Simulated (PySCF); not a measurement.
C₈H₁₅ClF₂.
SMILES: `CC(C)(C)[C@@](Cl)(CF)CCF`

The calculation used PySCF 2.14.0, density-fitted response routines, TDDFT wB97X-D/def2-SVPD, vertical, gas phase, core orbitals frozen in the response. Geometry: PBE0-D3(BJ)/def2-SVP, one conformer, isolated molecule. Torsions of this conformer, `[CH3:1][C:2]([CH3:3])([CH3:4])[C@@:5]([Cl:6])([CH2:7][F:8])[CH2:9][CH2:10][F:11]`: C1–C2–C5–Cl6 -57°, C2–C5–C7–F8 -174°, C2–C5–C9–C10 179°, C5–C9–C10–F11 -170°.

Orbital energies (eV): HOMO-3 -11.37, HOMO-2 -11.16, HOMO-1 -10.47, HOMO -10.38, LUMO 1.76, LUMO+1 2.12, LUMO+2 2.72.

Lowest singlets, with some entries withheld (?).

```json
{"state": "S1", "ν̃ (cm⁻¹)": "?", "f": "?", "main configurations (H = HOMO, L = LUMO)": "?"}
{"state": "S2", "ν̃ (cm⁻¹)": "58300", "f": "0.0025", "main configurations (H = HOMO, L = LUMO)": "H-1→L (61%), H-1→L+1 (25%)"}
{"state": "S3", "ν̃ (cm⁻¹)": "69750", "f": "0.0054", "main configurations (H = HOMO, L = LUMO)": "H-2→L (46%), H-2→L+1 (12%), H-3→L (8%)"}
{"state": "S4", "ν̃ (cm⁻¹)": "70330", "f": "0.0067", "main configurations (H = HOMO, L = LUMO)": "H→L (28%), H→L+1 (28%), H→L+3 (20%)"}
{"state": "S5", "ν̃ (cm⁻¹)": "70940", "f": "0.037", "main configurations (H = HOMO, L = LUMO)": "H-1→L+1 (27%), H-1→L (25%), H-1→L+3 (24%)"}
{"state": "S6", "ν̃ (cm⁻¹)": "72590", "f": "0.011", "main configurations (H = HOMO, L = LUMO)": "H-4→L (44%), H-4→L+1 (13%), H-5→L (12%)"}
{"state": "S7", "ν̃ (cm⁻¹)": "73240", "f": "0.075", "main configurations (H = HOMO, L = LUMO)": "H-3→L (48%), H-2→L (15%)"}
{"state": "S8", "ν̃ (cm⁻¹)": "74580", "f": "0.072", "main configurations (H = HOMO, L = LUMO)": "H-5→L (38%), H-4→L (13%), H-6→L (9%)"}
{"state": "S9", "ν̃ (cm⁻¹)": "74810", "f": "0.043", "main configurations (H = HOMO, L = LUMO)": "H-2→L+1 (16%), H→L+1 (13%), H→L+3 (11%)"}
{"state": "S10", "ν̃ (cm⁻¹)": "?", "f": "?", "main configurations (H = HOMO, L = LUMO)": "?"}
```

(1) What stands in place of each question mark?

(2) What is the mean static polarisability from the same response equations?

(3) How far apart are S4 and S7, in eV and cm⁻¹?

(4) Where do the lowest triplets lie (Tamm–Dancoff)?

## Answers

(1) 
- S1: ν̃ = 57800 cm⁻¹; f = 0.0012; H→L (60%), H→L+1 (25%)
- S10: ν̃ = 75590 cm⁻¹; f = 0.038; H-4→L+1 (15%), H→L+1 (12%), H-1→L+1 (11%)

(2) 109.8 au (16.27 Å³), with principal values 103.0, 108.7 and 117.7 au.

(3) 9.081 − 8.720 = 0.361 eV, or about 2910 cm⁻¹.

(4) T1 6.55 eV, H→L (53%), H→L+1 (25%); T2 6.58 eV, H-1→L (54%), H-1→L+1 (25%); T3 8.08 eV, H-3→L (15%), H-5→L (12%); T4 8.36 eV, H-2→L (30%), H-3→L (18%), H-2→L+1 (10%). E(S1) − E(T1) = +0.61 eV.

On 2 threads of an Intel Xeon Platinum 8259CL at 2.50 GHz (shared host), this took 2.4 min wall, 5.1 min CPU and 2.1 GiB of memory at its peak.
